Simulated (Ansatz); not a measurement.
Stepwise reaction of `[SiH3]OB(Cl)Cl` with hydrogen, as a gas-phase model of exchange steps in deposition or etching. ΔE in kJ/mol; ΔG adds harmonic PBE0-D4 terms to CCSD(T)/CBS, at 1 bar.

Gas-phase electronic energies from Ansatz, PBE0-D4/def2-TZVP geometries. CBS: MP2 limit from def2 TZ/QZ plus the TZ coupled-cluster correction, frozen cores. This one scheme is used for every species. DFT in def2-TZVPP. B3LYP here is the variant with VWN-RPA as its local correlation; programs differ in this. Each species was taken in one conformer, which may not be the lowest.

```json
{"step": "1", "reaction": "`[SiH3]OB(Cl)Cl` + H₂ → `[SiH3]OBCl` + HCl", "PBE-D4": "62.8", "B3LYP-D4": "57.7", "ωB97M-V": "58.5", "CCSD(T)/CBS": "55.9", "ΔG(400 K)": "54.8"}
{"step": "2", "reaction": "`[SiH3]OBCl` + H₂ → `BO[SiH3]` + HCl", "PBE-D4": "89.6", "B3LYP-D4": "83.4", "ωB97M-V": "84.2", "CCSD(T)/CBS": "82.9", "ΔG(400 K)": "80.0"}
```

**Question.** By hand: ΔE of the 2 steps together at CCSD(T)/CBS.

**Answer.** (55.9) + (82.9) = 138.8 kJ/mol, or 69.4 kJ/mol a step.

In ΔE each step is higher than the one before. All are uphill at CCSD(T)/CBS. ΔG lies between 54.8 and 80.0 kJ/mol a step. PBE-D4 differs from CCSD(T)/CBS by 6.7 to 6.9 kJ/mol a step. Isolated molecules leave out the surface, adducts and barriers. Largest T1 diagnostic: 0.013.
